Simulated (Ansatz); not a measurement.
Molecule: bromo(dimethoxy)borane, C2H6BBrO2, net charge 0, singlet state. 
Structure (B3LYP-D3(BJ)/def2-TZVP (Ansatz, a first-principles code) minimum search):
SMILES: COB(Br)OC
```xyz
12

C      2.5118    -0.0751    -0.7059
O      1.2549    -0.2633    -1.3452
B      0.0544    -0.1685    -0.7487
Br    -0.0853     0.2639     1.1729
O     -1.0489    -0.3741    -1.4877
C     -2.3871    -0.3108    -1.0089
H      3.2776    -0.2217    -1.4645
H      2.5922     0.9321    -0.2953
H      2.6511    -0.7984     0.0984
H     -2.5545    -1.0488    -0.2236
H     -2.6134     0.6817    -0.6173
H     -3.0363    -0.5253    -1.8551
```

Basis-set convergence of Hartree-Fock and MP2 correlation energies (hartree) with Ansatz. Valence correlation only, unless marked. Spin-orbit coupling is left out. Frozen are the shells of the preceding noble gas and the d and f shells that filled before the atom's block. No relativistic terms.

```
basis    functions        E(HF)  E(corr, MP2)
-------  ---------  -----------  ------------
cc-pVDZ        127  -2826.16829      -0.84678
cc-pVTZ        277  -2826.32722      -1.07600
cc-pVQZ        523  -2826.34826      -1.15960
```

Extrapolating the two largest sets (X = 3 and 4) as X^-3: E(corr) = (64·(-1.15960) - 27·(-1.07600))/37 = -1.2206 Eh, an estimate of the basis-set limit. The largest set recovers 95.0 % of it, the smallest 69.4 %.
